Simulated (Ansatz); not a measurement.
`[CH3][In]([F])[SH]` + H₂S → `[F][In]([SH])[SH]` + CH₄  (ligand exchange at the In–C bond)

Computed with Ansatz on PBE0-D4/def2-TZVP structures; ΔE is electronic, products minus reactants. CCSD(T)/CBS adds triple-zeta CCSD(T) − MP2 to the extrapolated MP2 energy (def2 sets, frozen cores). This one scheme is used for every species. DFT in def2-TZVPP. HSE06 is defined as in plane-wave codes. Elements past krypton have def2 core potentials. For In outer-core shells are correlated without core-valence functions, which leaves a few kJ/mol of doubt a bond. One conformer a species, not always the lowest.

`[CH3][In]([F])[SH]`:

```xyz
8

C     1.491   -0.454    0.286
In   -0.504    0.210   -0.020
F    -1.235    1.448    1.316
S    -2.199   -0.159   -1.632
H     1.484   -1.510    0.558
H     2.070   -0.326   -0.628
H     1.931    0.131    1.093
H    -3.038    0.660   -0.973
```

H₂S:

Z-matrix (Å, degrees):
```
S
H 1 1.341
H 1 1.341 2 92.3
```

`[F][In]([SH])[SH]`:

```xyz
6

F     0.845   -2.079    0.392
In    0.010   -0.372   -0.030
S     1.109    1.480    0.933
S    -1.904   -0.519   -1.397
H     2.028    0.678    1.501
H    -2.087    0.813   -1.400
```

CH₄:

```xyz
5

C     0.000    0.000    0.000
H    -0.981   -0.314    0.356
H     0.616   -0.879   -0.190
H     0.478    0.622    0.756
H    -0.113    0.570   -0.922
```

CCSD(T)/CBS gives -1.00 eV.

Question: Another level gave -0.99 eV. Which?
A. HF/def2-TZVPP
B. SCS-MP2/def2-TZVPP
C. RPA@PBE/def2-TZVPP
D. HSE06-D4/def2-TZVPP

Answer: B. SCS-MP2/def2-TZVPP -0.99, HSE06-D4 -1.03, RPA@PBE/def2-TZVPP -0.93, HF/def2-TZVPP -1.12 eV.

Largest T1 diagnostic among the species: 0.015.

From BLYP to BHLYP (50 % exact exchange), in def2-TZVPP and without D4, ΔE moves by −0.05 eV. In def2-TZVPP, CCSD(T) changes the Hartree–Fock value by +0.15 eV (the triples alone add −0.00 eV) and MP2 by +0.13 eV. Leaving LDA and LC-ωPBE aside and taking each functional with its dispersion term where it has one, the values, not all of them listed here, spread over 0.10 eV, from B97M-V to ωB97M-V. LDA lies +0.05 eV from PBE without D4.

CCSD(T)/CBS has its own doubt, a few kJ/mol and more with outer-core shells, so smaller differences from it don't rank the levels.
